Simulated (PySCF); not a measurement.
(2R)-1-silyloxypropan-2-ol (C3H10O2Si), SMILES C[C@@H](O)CO[SiH3]. Heavy atoms are numbered as in [CH3:1][C@@H:2]([OH:3])[CH2:4][O:5][SiH3:6]. Hydrogens are named by the atom that carries them.

Geometry optimised at B3LYP-D3(BJ)/def2-SVP. Other conformers were not sampled.

Method: PBE/def2-TZVP (PySCF).

ESP charges are fitted to the potential on shells at 1.4 to 2.0 van der Waals radii. Atomic charges (e), one atom of each kind:

```json
[
 {"atom": "C1 (CH3)", "ESP fit": "…", "IAO": "-0.45", "Mulliken": "-0.36", "Löwdin": "-0.31"},
 {"atom": "C2 (CH)", "ESP fit": "0.45", "IAO": "0.09", "Mulliken": "0.12", "Löwdin": "-0.41"},
 {"atom": "O3 (OH)", "ESP fit": "-0.59", "IAO": "-0.55", "Mulliken": "-0.41", "Löwdin": "0.01"},
 {"atom": "C4 (CH2)", "ESP fit": "…", "IAO": "-0.08", "Mulliken": "-0.08", "Löwdin": "-0.33"},
 {"atom": "O5", "ESP fit": "-0.16", "IAO": "-0.62", "Mulliken": "-0.34", "Löwdin": "0.07"},
 {"atom": "Si6 (SiH3)", "ESP fit": "…", "IAO": "0.81", "Mulliken": "0.25", "Löwdin": "0.15"},
 {"atom": "H on C1", "ESP fit": "0.16", "IAO": "0.15", "Mulliken": "0.13", "Löwdin": "0.13"},
 {"atom": "H on C2", "ESP fit": "…", "IAO": "0.14", "Mulliken": "0.08", "Löwdin": "0.15"},
 {"atom": "H on O3", "ESP fit": "0.38", "IAO": "0.35", "Mulliken": "0.29", "Löwdin": "0.17"},
 {"atom": "H on C4", "ESP fit": "0.16", "IAO": "0.13", "Mulliken": "0.11", "Löwdin": "0.13"},
 {"atom": "H on Si6", "ESP fit": "…", "IAO": "-0.14", "Mulliken": "-0.04", "Löwdin": "-0.04"}
]
```

Fill in the missing entries. (An estimate is asked for; the answer gives what the named calculation found.)


- C1 (CH3), ESP fit: -0.60
- C4 (CH2), ESP fit: -0.47
- Si6 (SiH3), ESP fit: 0.30
- H on C2, ESP fit: 0.06
- H on Si6, ESP fit: -0.06

Give the Mayer and Wiberg (Löwdin basis) orders of the bonds. (Estimate from the structure and the level; the computed values follow.)


| bond | Mayer | Wiberg |
|---|---|---|
| C1–C2 | 1.00 | 1.25 |
| C2–O3 | 1.05 | 1.56 |
| C2–C4 | 1.00 | 1.20 |
| C4–O5 | 0.96 | 1.45 |
| O5–Si6 | 1.17 | 1.57 |
